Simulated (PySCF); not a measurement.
Si(H)(Me)(SH)2 (CH6S2Si), SMILES S[SiH](C)S.

The structure is a stationary point at B3LYP-D3(BJ)/def2-SVP. One conformer was computed; it need not be the lowest.

Two levels are set side by side: TDDFT-PBE/def2-SVPD (PySCF) and TDDFT-CAM-B3LYP/def2-SVPD (PySCF). Vertical, same geometry. The lowest singlet is HOMO→LUMO 99 % with PBE and HOMO→LUMO 59 %, HOMO→LUMO+1 9 % with the other functional; states are paired by order. Differences are taken from unrounded values.

```csv
quantity,TDDFT-CAM-B3LYP
lowest singlet excitation (eV),5.95
lowest triplet excitation (TDA) (eV),5.55
```

Q: What does TDDFT-PBE give, and how far is it from TDDFT-CAM-B3LYP? (Estimate from the structure and the level; the computed values follow.)

A: 
```csv
quantity,TDDFT-PBE,TDDFT-PBE minus TDDFT-CAM-B3LYP
lowest singlet excitation (eV),5.33,-0.63
lowest triplet excitation (TDA) (eV),5.10,-0.46
```

A lower first singlet is the usual sign of a functional without exact exchange. Differences between two approximate levels are no errors against the true value.

Rough cost on one machine, each run with all the roots and properties that it gave: TDDFT-CAM-B3LYP against TDDFT-PBE about 7 times.
